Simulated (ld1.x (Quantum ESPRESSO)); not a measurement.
# What one change does to a pseudopotential (arsenic, TM)

* Element: arsenic
* Generator: ld1.x (Quantum ESPRESSO) 7.5
* Type: norm-conserving Troullier–Martins (Kleinman–Bylander form)
* Functional: PBE
* Relativity: scalar-relativistic
* Frozen core: [Ar] 3d10
* Valence charge: 5
* Reference configuration: 4s2 4p3
* Partial waves: 4p (bound): rc 1.40 bohr; 4d channel at -0.15 Ry: rc 1.50 bohr; 4s (bound): rc 1.20 bohr
* Local potential: the s channel
* Core correction: none

Change: local potential all-electron potential smoothed inside 1.20 bohr (lloc = -1).

Cutoffs: the cutoffs (Ry, on a coarse ladder) from which the occupation-weighted sum of valence levels, in a spherical-Bessel basis at the reference potential, stays within 10 and 1 mRy of its value at 400 Ry; they do not see the model core or the augmentation charge, which bear on the density cutoff. Errors are all-electron minus pseudo energies relative to the spin-unpolarised reference configuration.

Question: Predict the effect on cutoff, ghosts and configuration errors.

Answer: The potential gets neither clearly harder nor softer (80 Ry and 180 Ry → 80 Ry and 180 Ry); the bound ghosts move from d, p to d, s; of the 7 tests that both files solve, the error grows in 4 and shrinks in 1 by more than 15 % and 0.3 meV (median size 5.1 → 20.6 meV); the range in which the s phases agree widens (upper end 1.8 → at the end of the scan); the range in which the d phases agree narrows (upper end 2.9 → 0.9). In the separable form a ghost depends on how the local part lies against the semilocal potential of the channel, so the choice of the local part can create or remove one.

```csv
quantity,base,changed
"cutoff, loose",80 Ry,80 Ry
"cutoff, tight",180 Ry,180 Ry
loose cutoff by channel (10 mRy a level),"p 40 Ry, s 50 Ry","s 50 Ry, p 35 Ry"
bound ghosts,"p, d","d, s"
"error for 4s2 4p2, meV [ΔE 9.15 eV]",-5.1,-5.3
"error for 4s2 4p1, meV [ΔE 27.07 eV]",-19,-38
"error for 4s2 4p0, meV [ΔE 54.77 eV]",-0.4,-116
"error for 4s1 4p3, meV [ΔE 19.26 eV]",-4.9,+21
"error for 4s1 4p4, meV [ΔE 9.42 eV]",+12,+20
"error for 4s2 4p3.3, meV [ΔE -1.23 eV]",-0.1,+0.1
"error for 4s1 4p0, meV [ΔE 105.42 eV]",+129,-27
s: phases at 1.64 bohr within 0.05 rad from the reference energy up to (Ry; the scan ends near 5),1.8,to the end of the scan
p: phases at 1.64 bohr within 0.05 rad from the reference energy up to (Ry; the scan ends near 5),1.4,0.7
d: phases at 1.64 bohr within 0.05 rad from the reference energy up to (Ry; the scan ends near 5),2.9,0.9
```

 A true bound ghost makes a file unfit for plane-wave use even where its test errors are small: the radial tests pick states by their node count and pass the ghost by.
